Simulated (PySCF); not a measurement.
Molecule: hexafluorophosphate, [F₆P]-.

Numbering as in the mapped SMILES `[F:1][P@OH8-:2]([F:3])([F:4])([F:5])([F:6])[F:7]`.

Geometry PBE0-D3(BJ)/def2-SVP throughout; GIAO in PySCF 2.14, gas phase, one conformer, non-relativistic; equivalent atoms averaged; basis pcSseg-2.

(1) How do the shifts δ (against CFCl3, H3PO4 at the same level) depend on the functional? (ppm; last column core-seconds on 1 thread of an Intel Xeon Platinum 8488C, shared host; the GGAs took longer than the global hybrids here, which isn't the general rule, and the cause wasn't traced)

(2) Which nucleus moves most, in ppm?

## Answers

(1) 
```tsv
functional	kind	F1	F5/F6	F3/F4	F7	P2	core-s
HF	Hartree–Fock	-47.3	-47.3	-47.3	-47.4	-169.8	14
BLYP	GGA	-92.5	-92.5	-92.5	-92.5	-124.4	29
B97-D	GGA	-91.6	-91.5	-91.6	-91.6	-122.9	31
mPW1PW91	global hybrid	-73.8	-73.8	-73.9	-73.9	-137.9	26
WP04	global hybrid	-77.8	-77.8	-77.8	-77.9	-132.7	26
B97-2	global hybrid	-77.0	-77.0	-77.0	-77.1	-134.9	26
```

(2) P2 (phosphorus bonded to 6 F): from -169.8 ppm with HF to -122.9 ppm with B97-D. The smallest spread is 45.1 ppm, at F5/F6.
